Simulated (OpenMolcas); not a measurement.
V3+ with its 6 nearest fluoride ions at 2.03 Å, on the Y site of Cs2NaYF6 (a = 9.075 Å, distance in the model lattice 2.178 Å). The rest of the host is ab initio model potentials to 7.6 Å, with orthogonalisation functions on the cations behind the ligands, and point charges beyond; the distance is set by hand and nothing relaxes. Ligand basis ANO-RCC-VDZP.

```yaml
Program: OpenMolcas 26.06
Method: CASSCF
Basis: ANO-RCC-VTZP [6s5p3d2f1g]
Scalar_Hamiltonian: DKH2, point nucleus
Active_space: 2 electrons in 5 orbitals (3d)
State_averaging: 2S+1 = 3 even, 10 roots; 2S+1 = 1 even, 15 roots
Spin-orbit_coupling: RASSI with atomic mean-field integrals over the reference wave functions
```

Task: What is the spin-free ground state (labels of O, the rotations of Oh)?

Result: 3T1, 3-fold in its orbital part; it has the highest spin that d2 allows.

Task: Where is the first state of the same spin?

Result: 3T2 at 10900 cm-1 above the ground state.

Task: What are the lowest two levels with spin-orbit coupling?

Result: A 2-fold level E, then a 3-fold level T2 6.6 cm-1 above it. Their leading multiplicities are 3 (100 %) and 3 (100 %).

Task: What is χT at 300 K, and how does it compare with the textbook value?

Result: The lowest level has 2S+1 = 3, for which the spin-only value is χT = S(S+1) / 2 = 1.000 cm3 K/mol (g = 2). The computed 0.890 at 300 K differs by -0.110, through orbital momentum, spin-orbit coupling and any other state in reach. With a threefold ground state the orbital momentum is unquenched, so the spin-only value is not expected to hold.

Task: Which ligand-field parameters describe the states?

Result: A least-squares ligand-field fit to the states below 45000 cm-1, each weighted by its degeneracy and with a free common offset, gives 10Dq = 12389 cm-1, B = 1002 cm-1 and C = 3709 cm-1 (C/B = 3.70), with an rms deviation of 73 cm-1. The same method and metal basis give the free ion B = 1080 cm-1 (fit to its terms below 60000 cm-1, rms deviation 55 cm-1), so the nephelauxetic ratio is β = 1002 / 1080 = 0.93; it hangs on how both fits weigh the states, and computed free-ion B values tend to be too large, so β mixes covalency with correlation.

An orbital triplet at a regular site is open to Jahn-Teller coupling, which can distort the site and quench the lowest spin-orbit gaps and is left out. Without dynamic correlation the repulsion within the d shell is too large (B by tens of per cent), so at a given field states of lower spin stand too high. Ligand-to-metal charge-transfer states are missing. With no ligand orbital active B as a rule stays too high, so bands that hang on it stand too high and its fall with covalency is understated. With metal d orbitals alone and no dynamic correlation 10Dq can be off by a tenth to a fifth, either way, in oxide and fluoride hosts. No measured value stands beside these numbers; the geometry was set by hand and not optimised.
